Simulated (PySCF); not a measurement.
**Splitting trees**

Geometry:
| atom | x (Å) | y (Å) | z (Å) |
| --- | --- | --- | --- |
| N1 | 2.710 | 1.250 | -0.216 |
| C2 | 1.686 | 0.763 | 0.031 |
| C3 | 0.416 | 0.184 | 0.333 |
| C4 | -0.814 | 0.959 | 0.815 |
| C5 | -1.709 | 0.076 | -0.094 |
| C6 | -0.477 | -0.690 | -0.560 |
| C7 | 0.242 | -1.288 | 0.597 |
| H8 | -0.993 | 0.917 | 1.900 |
| H9 | -0.796 | 2.009 | 0.496 |
| H10 | -2.182 | 0.655 | -0.897 |
| H11 | -2.481 | -0.531 | 0.404 |
| H12 | -0.268 | -1.001 | -1.586 |
| H13 | -0.307 | -1.596 | 1.494 |
| H14 | 1.107 | -1.907 | 0.352 |

PySCF calculation with B3LYP/pcJ-1 coupling constants (spin–dipole term only in couplings to heteroatoms), coordinates at the PBE0-D3(BJ)/def2-SVP level and PBE0/pcSseg-1 with gauge-including orbitals; relativity neglected, isolated molecule, one computed conformer.

References, each an isolated molecule treated in the same way: TMS for ¹³C, ¹H.

Spectrometer: 800 MHz for ¹H. First-order analysis; couplings under 1 Hz (under 4 Hz in carbon signals) are ignored, and nearly equal couplings are merged; the smaller ones broaden or split the lines further.

(1) What pattern does C6 show in the proton-coupled ¹³C spectrum?

(2) What pattern does H13 show (¹H)?

(3) What pattern does H11 show (¹H)?

(4) What pattern does H14 show (¹H)?

Results:

(1) A doublet of triplets at δ 26.3: 189.2 Hz to H12 (1 × ¹H, 1 bond away), 4.8 Hz to H10 and H8 (2 × ¹H, 2 or 3 bonds away). Lines in Hz from the centre (relative intensity): +99.4 (1), +94.6 (2), +89.8 (1), -89.8 (1), -94.6 (2), -99.4 (1). The outer lines are 198.8 Hz apart, the sum of the couplings kept, or 0.988 ppm at this field.

(2) A doublet of doublets at δ 0.95: 5.3 Hz to H14 (1 × ¹H, 2 bonds away), 2.5 Hz to H12 (1 × ¹H, 3 bonds away). Lines in Hz from the centre (relative intensity): +3.9 (1), +1.4 (1), -1.4 (1), -3.9 (1). The outer lines are 7.8 Hz apart, the sum of the couplings kept, or 0.010 ppm at this field.

(3) A doublet of doublets of doublets at δ 1.23: 12.7 Hz to H10 (1 × ¹H, 2 bonds away), 7.0 Hz to H8 (1 × ¹H, 3 bonds away), 4.5 Hz to H9 (1 × ¹H, 3 bonds away). Lines in Hz from the centre (relative intensity): +12.1 (1), +7.6 (1), +5.1 (1), +0.6 (1), -0.6 (1), -5.1 (1), -7.6 (1), -12.1 (1). The outer lines are 24.2 Hz apart, the sum of the couplings kept, or 0.030 ppm at this field.

(4) A doublet of doublets of triplets at δ 1.20: 7.1 Hz to H12 (1 × ¹H, 3 bonds away), 5.3 Hz to H13 (1 × ¹H, 2 bonds away), 1.4 Hz to H9 and H10 (2 × ¹H, 4 bonds away). Lines in Hz from the centre (relative intensity): +7.6 (1), +6.2 (2), +4.8 (1), +2.3 (1), +0.9 (2), +0.5 (1), -0.5 (1), -0.9 (2), -2.3 (1), -4.8 (1), -6.2 (2), -7.6 (1). The outer lines are 15.2 Hz apart, the sum of the couplings kept, or 0.019 ppm at this field.

Unscaled 3J(H,H) at this level run about 10 % above measured values.
